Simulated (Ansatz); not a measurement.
Basis-set series for `[F][GeH]([SH])[Cl]`. The species carries charge 0 and has multiplicity 1. The geometry is a stationary point of PBE0-D4/def2-TZVP. It is one conformer, not always the lowest.

| functional | basis | functions | energy (Eh) | HOMO (eV) | LUMO (eV) |
| --- | --- | --- | --- | --- | --- |
| PBE0-D4 | def2-SVP | 92 | -3035.29325 | -8.14 | -0.66 |
| PBE0-D4 | def2-TZVPP | 191 | -3035.98280 | -8.25 | -1.00 |
| ωB97M-V | def2-SVP | 92 | -3035.75163 | -10.31 | 1.52 |
| ωB97M-V | def2-TZVPP | 191 | -3036.43974 | -10.46 | 1.04 |

Give the rows for def2-QZVPP. (An estimate is asked.)

The calculation gave: 
```csv
functional,basis,functions,energy (Eh),HOMO (eV),LUMO (eV)
PBE0-D4,def2-QZVPP,346,-3036.05923,-8.28,-1.10
ωB97M-V,def2-QZVPP,346,-3036.51349,-10.50,0.85
```

Positive LUMOs are unbound and depend on the basis. Scalar relativity is left out up to krypton.

All numbers were calculated with Ansatz.
